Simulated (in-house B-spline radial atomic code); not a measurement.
**Ionising La⁸⁺ with different functionals**

Computed with a B-spline radial code for spherical atoms: scalar-relativistic (spin-free X2C) Hamiltonian, Fermi nucleus of rms radius 4.855 fm, spin-polarised at highest spin, spherical fractional occupations for the functionals, the average over the highest-spin determinants for Hartree-Fock. The ionisation energy is the difference of two self-consistent energies, [Kr] 4d10 5s2 5p1 → [Kr] 4d10 5s2, without Breit or QED terms; ε is the level of the shell that loses the electron (its least bound occupied spin orbital). There is no spin-orbit coupling in this Hamiltonian.

Hybrids are left out here: with spherical fractional occupations of an open shell their exact exchange keeps a self-interaction that integer-occupation calculations don't have.

| method | rung | ΔSCF (eV) | -ε(5p) (eV) |
| --- | --- | --- | --- |
| Hartree-Fock | Hartree-Fock | 117.08 | 117.28 |
| LDA VWN5 | LDA | 118.75 | 111.85 |
| LDA PW92 | LDA | 118.74 | 111.84 |
| LDA exchange-only | LDA | 117.25 | 110.42 |
| PBE | GGA | 118.19 | 111.39 |
| PBEsol | GGA | 118.27 | 111.50 |
| BLYP | GGA | 118.33 | 111.42 |
| RPBE | GGA | 117.97 | 111.25 |
| PW91 | GGA | 118.36 | 111.55 |
| BP86 | GGA | ? | ? |
| AM05 | GGA | 118.28 | 111.51 |
| OLYP | GGA | ? | ? |
| TPSS | meta-GGA | 117.91 | 111.27 |
| SCAN | meta-GGA | 118.05 | 111.50 |
| r2SCAN | meta-GGA | 117.86 | 111.42 |
| revTPSS | meta-GGA | 117.82 | 111.24 |

Task: What does OLYP give?

Result: ΔSCF 118.03 eV, and -ε(5p) = 111.45 eV.

Task: What does BP86 give?

Result: ΔSCF 118.40 eV, and -ε(5p) = 111.60 eV.

Task: How do they compare with the NIST value?

Result: NIST lists 119 eV ± 2.2 (tabulated theory, ground level to ground level). Errors run from -1.92 to -0.25 eV; all lie within about twice that uncertainty, so the table can't rank the methods. Hartree-Fock also lacks correlation.
